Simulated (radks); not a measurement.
Values are calculated unless marked as measured or tabulated.
Initial-state core-level shifts of neutral gallium when its valence configuration changes from [Ar] 3d10 4s2 4p1. Level of theory: scalar-relativistic Kohn-Sham, PBE, spin-polarised, spherical densities, finite nucleus; open shells are filled with parallel spins first; Fermi nuclear charge, rms radius 3.9973 fm (a radial shooting solver on a logarithmic mesh with Libxc functionals). Shifts are changes of the shell-averaged eigenvalues in eV (positive: less bound); the change of the density at the nucleus, which sets a Mossbauer isomer shift, is in e/bohr^3, on a base of 2.856e+04.

valence                1s       2s       3s       3p  density at nucleus
3d9 4s2 4p2       -10.188  -11.160   -9.634   -9.419              +9.488
3d10 4s1.5 4p1.5   -0.799   -0.758   -0.802   -0.801              -6.035
3d8 4s2 4p3       -21.231  -23.404  -19.669  -19.217             +20.105
3d9 4s1 4p3       -11.337  -12.273  -10.801  -10.577              -5.740
3d7.5 4s2 4p3.5   -27.358  -30.195  -25.090  -24.516             +25.803
3d10 4s1 4p2       -1.464   -1.390   -1.479   -1.475             -12.451
3d7 4s2 4p4       -33.650  -37.194  -30.543  -29.847             +31.759
3d9.5 4p3.5        -8.316   -8.627   -8.075   -7.962             -24.057
3d9.5 4s2 4p1.5    -4.987   -5.443   -4.763   -4.660              +4.596
